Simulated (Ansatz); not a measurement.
# Molecular dynamics of C$_{2}$H$_{4}$BFOS

input.yaml

```yaml
crystal:
  periodic: [false, false, false]
  atoms:
    - { symbol: C, position_ang: [-0.368656, -0.789216, -1.002182] }
    - { symbol: C, position_ang: [0.151197, -0.022211, 0.306608] }
    - { symbol: S, position_ang: [1.151665, -1.042694, 1.358382] }
    - { symbol: O, position_ang: [-1.194941, 0.700822, 0.806783] }
    - { symbol: B, position_ang: [-0.1565, 1.51073, 0.365165] }
    - { symbol: F, position_ang: [0.104079, 2.755788, 0.18485] }
    - { symbol: H, position_ang: [0.481175, -1.179482, -1.555801] }
    - { symbol: H, position_ang: [-0.94685, -0.111285, -1.592259] }
    - { symbol: H, position_ang: [-1.070362, -1.594085, -0.637943] }
    - { symbol: H, position_ang: [1.776383, -0.017214, 2.049271] }
basis:
  gaussian: { orbitals: STO-3G }
hamiltonian:
  xc: pbe
md:
  timestep: 0.5
  n_steps: 400
  ensemble: nvt_langevin
  temperature: 700.0
  initial_velocities: maxwell_boltzmann
  seed: 425054
  friction: 0.02
scf:
  lower_state_search: "off"
```

Command:

```bash
$ ansatz run input.yaml --threads 1 --pin off --max-ram 2048MiB --backend cpu --events-out ev --progress --plain --runs-dir out
```

It goes on from the last frame of an earlier run, with new velocities.

Output, in part (step lines, the closing report, with atoms numbered from 0):

```
md step     0: t =     0.00 fs  T =   630.0 K  F+E_penalty+E_count = -18181.00173952 eV  E_kin = 0.814338 eV  (16 SCF iters)
md step     1: t =     0.50 fs  T =   632.0 K  F+E_penalty+E_count = -18180.99398244 eV  E_kin = 0.816968 eV  (21 SCF iters)
md step     2: t =     1.00 fs  T =   635.6 K  F+E_penalty+E_count = -18180.97816260 eV  E_kin = 0.821589 eV  (21 SCF iters)
md step     3: t =     1.50 fs  T =   653.1 K  F+E_penalty+E_count = -18180.96068342 eV  E_kin = 0.844159 eV  (21 SCF iters)
md step     4: t =     2.00 fs  T =   620.0 K  F+E_penalty+E_count = -18180.94231923 eV  E_kin = 0.801360 eV  (21 SCF iters)
md step     5: t =     2.50 fs  T =   553.3 K  F+E_penalty+E_count = -18180.92240040 eV  E_kin = 0.715132 eV  (21 SCF iters)
md step     6: t =     3.00 fs  T =   521.5 K  F+E_penalty+E_count = -18180.90461772 eV  E_kin = 0.674135 eV  (21 SCF iters)
md step     7: t =     3.50 fs  T =   524.4 K  F+E_penalty+E_count = -18180.89784972 eV  E_kin = 0.677853 eV  (22 SCF iters)
[... lines left out ...]
md step   397: t =   198.50 fs  T =   805.7 K  F+E_penalty+E_count = -18180.66873278 eV  E_kin = 1.041420 eV  (21 SCF iters)
md step   398: t =   199.00 fs  T =   778.6 K  F+E_penalty+E_count = -18180.62548975 eV  E_kin = 1.006470 eV  (21 SCF iters)
md step   399: t =   199.50 fs  T =   718.3 K  F+E_penalty+E_count = -18180.56113112 eV  E_kin = 0.928443 eV  (21 SCF iters)
md step   400: t =   200.00 fs  T =   595.2 K  F+E_penalty+E_count = -18180.48407247 eV  E_kin = 0.769333 eV  (21 SCF iters)
Total energy: -18180.48409317 eV, -668.1204672493 hartree
Atom 0 at    -0.658514    -0.693914    -0.554437 Å, force     2.156820    -2.072892     0.763638 eV/Å
Atom 1 at     0.039348    -0.092633     0.818926 Å, force    -2.789471     2.136917    -1.969403 eV/Å
Atom 2 at     1.422924    -1.043109     1.359321 Å, force     0.095913    -2.897863    -2.028544 eV/Å
Atom 3 at    -1.154127     0.354719     1.833403 Å, force    -0.092626    -1.442057     0.140989 eV/Å
Atom 4 at    -0.485314     1.327613     1.152649 Å, force     0.821934     0.393508     0.467060 eV/Å
Atom 5 at    -0.532007     2.641916     1.210787 Å, force     0.151477     0.408977    -0.331071 eV/Å
Atom 6 at     0.167232    -0.914826    -1.316860 Å, force    -0.690913    -0.334483     1.159616 eV/Å
Atom 7 at    -1.349037    -0.119621    -1.170881 Å, force    -0.600761     1.410066     0.596365 eV/Å
Atom 8 at    -1.229513    -1.637975    -0.279243 Å, force     0.826342     0.562106    -0.415964 eV/Å
Atom 9 at     1.897120    -0.461009     2.435004 Å, force     0.121285     1.835721     1.617314 eV/Å
Dipole moment:     0.136319     0.118741    -0.024370 e Å
```

The steps, from the saved trajectory:

| time (fs) | T (K) | potential energy less start (eV) |
| --- | --- | --- |
| 0.0 | 630 | 0.000 |
| 6.5 | 509 | 0.091 |
| 13.0 | 567 | 0.029 |
| 19.5 | 521 | 0.186 |
| 26.0 | 549 | 0.187 |
| 32.5 | 649 | 0.138 |
| 39.0 | 623 | 0.422 |
| 45.5 | 622 | 0.318 |
| 52.0 | 675 | 0.550 |
| 58.5 | 873 | 0.508 |
| 65.0 | 671 | 0.503 |
| 71.5 | 636 | 0.575 |
| 78.0 | 365 | 0.756 |
| 84.5 | 691 | 0.427 |
| 91.0 | 793 | 0.783 |
| 97.5 | 776 | 0.543 |
| 104.0 | 645 | 0.583 |
| 110.5 | 791 | 0.468 |
| 117.0 | 802 | 0.530 |
| 123.5 | 773 | 0.212 |
| 130.0 | 700 | 0.459 |
| 136.5 | 906 | 0.262 |
| 143.0 | 712 | 0.769 |
| 149.5 | 1104 | 0.392 |
| 156.0 | 829 | 0.660 |
| 162.5 | 692 | 0.723 |
| 169.0 | 951 | 0.473 |
| 175.5 | 811 | 0.477 |
| 182.0 | 776 | 0.795 |
| 188.5 | 718 | 0.647 |
| 195.0 | 862 | 0.414 |

The run went to its last step. The mean temperature of the second half is 12 % above the set value. A run of 0.2 ps of so small a system gives no equilibrium averages. Limits of this set-up: minimal basis.

The same pairs are bonded in the first frame and the last. Pairs count as bonded within 1.25 times the sum of covalent radii (0.12 Å more for H–H).

Last frame:

```xyz
10
Properties=species:S:1:pos:R:3
C -0.658 -0.694 -0.554
C 0.039 -0.093 0.819
S 1.423 -1.043 1.359
O -1.154 0.355 1.833
B -0.485 1.328 1.153
F -0.532 2.642 1.211
H 0.167 -0.915 -1.317
H -1.349 -0.120 -1.171
H -1.230 -1.638 -0.279
H 1.897 -0.461 2.435
```

Time of the run: 18 min on 1 thread of Arm Neoverse N1, on a shared host, peak memory 0.084 GiB.
